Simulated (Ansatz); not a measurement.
Stepwise reaction of `N[SiH](N)[SiH3]` with hydrogen, as a gas-phase model of exchange steps in deposition or etching. ΔE in kJ/mol.

Calculated with Ansatz (gas phase, PBE0-D4/def2-TZVP geometries, no zero-point term in ΔE). CCSD(T)/CBS adds triple-zeta CCSD(T) − MP2 to the extrapolated MP2 energy (def2 sets, frozen cores). This one scheme is used for every species. DFT in def2-TZVPP. B3LYP here is the variant with VWN-RPA as its local correlation; programs differ in this. One conformer a species, not always the lowest.

| step | reaction | PBE-D4 | B3LYP-D4 | ωB97M-V | CCSD(T)/CBS |
| --- | --- | --- | --- | --- | --- |
| 1 | `N[SiH](N)[SiH3]` + H₂ → `N[SiH2][SiH3]` + NH₃ | 37.6 | 39.7 | 39.6 | 39.7 |
| 2 | `N[SiH2][SiH3]` + H₂ → `[SiH3][SiH3]` + NH₃ | 13.0 | 16.2 | 16.3 | 15.8 |

By hand: ΔE of the 2 steps together at CCSD(T)/CBS.

(39.7) + (15.8) = 55.5 kJ/mol, or 27.8 kJ/mol a step.

In ΔE each step is lower than the one before. All are uphill at CCSD(T)/CBS. PBE-D4 differs from CCSD(T)/CBS by -2.8 to -2.1 kJ/mol a step. Isolated molecules leave out the surface, adducts and barriers. Largest T1 diagnostic: 0.013.
